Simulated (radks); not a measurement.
Kr2+, configuration [Ar] 3d10 4s2 4p4 (the NIST ground configuration).

Calculated with a radial shooting solver on a logarithmic mesh with Libxc functionals: scalar-relativistic Kohn-Sham, TASK exchange with Perdew-Wang LDA correlation, spin-polarised, spherical densities, finite nucleus; open shells are filled with parallel spins first; meta-GGA in the generalised Kohn-Sham scheme; Fermi nuclear charge, rms radius 4.1884 fm.

Energy parts (hartree):
| part | energy |
|---|---|
| total | -2788.52970 |
| kinetic | 2851.67456 |
| electron-nucleus | -6695.50990 |
| Hartree | 1150.62558 |
| exchange-correlation | -95.31993 |

Orbitals (lengths in bohr, moments of r in powers of bohr; r(max) is where P^2 peaks; r(90%) holds 90 % of the orbital's charge):
| orbital | occ. | eigenvalue (hartree) | r(max) | r(90%) | <1/r> |
|---|---|---|---|---|---|
| 1s up | 1 | -522.6600 | 0.02709 | 0.0743 | 36.73 |
| 1s down | 1 | -522.6502 | 0.02709 | 0.0743 | 36.73 |
| 2s up | 1 | -70.12692 | 0.1543 | 0.284 | 8.168 |
| 2s down | 1 | -70.12261 | 0.1543 | 0.284 | 8.168 |
| 2p up | 3 | -62.08479 | 0.1234 | 0.262 | 7.980 |
| 2p down | 3 | -62.07582 | 0.1234 | 0.262 | 7.979 |
| 3s up | 1 | -10.93592 | 0.4674 | 0.790 | 2.704 |
| 3s down | 1 | -10.92851 | 0.4675 | 0.789 | 2.704 |
| 3p up | 3 | -8.34539 | 0.4634 | 0.824 | 2.551 |
| 3p down | 3 | -8.33561 | 0.4635 | 0.823 | 2.551 |
| 3d up | 5 | -4.03447 | 0.4118 | 0.909 | 2.274 |
| 3d down | 5 | -4.01851 | 0.4118 | 0.901 | 2.280 |
| 4s up | 1 | -1.80248 | 1.324 | 2.22 | 0.8848 |
| 4s down | 1 | -1.70363 | 1.327 | 2.24 | 0.8806 |
| 4p up | 3 | -1.21061 | 1.483 | 2.54 | 0.7668 |
| 4p down | 1 | -1.10602 | 1.484 | 2.58 | 0.7610 |

The highest occupied level is 4p down at -30.096 eV. Spin moment in Bohr magnetons: 2. The density falls to 0.001 e/bohr^3 at r = 3.44 bohr. Summed over all electrons, <r^2> = 25.48 bohr^2, which gives a Langevin (diamagnetic) susceptibility term of -20.2 x 10^-6 cm^3/mol. The spin density at the nucleus is -0.2523 e/bohr^3 (1s -0.8840, 2s 0.1890, 3s 0.2568, 4s 0.1860). For comparison, the ionisation energy in NIST's Atomic Spectra Database is 35.84 eV (measured). In exact Kohn-Sham theory the highest level is minus the ionisation energy, but local and semilocal functionals leave it too shallow, through self-interaction and a potential that decays too fast; potentials with the right tail come closer.

Empty levels of this run are not shown, since the potential may be unsettled where no density lies.
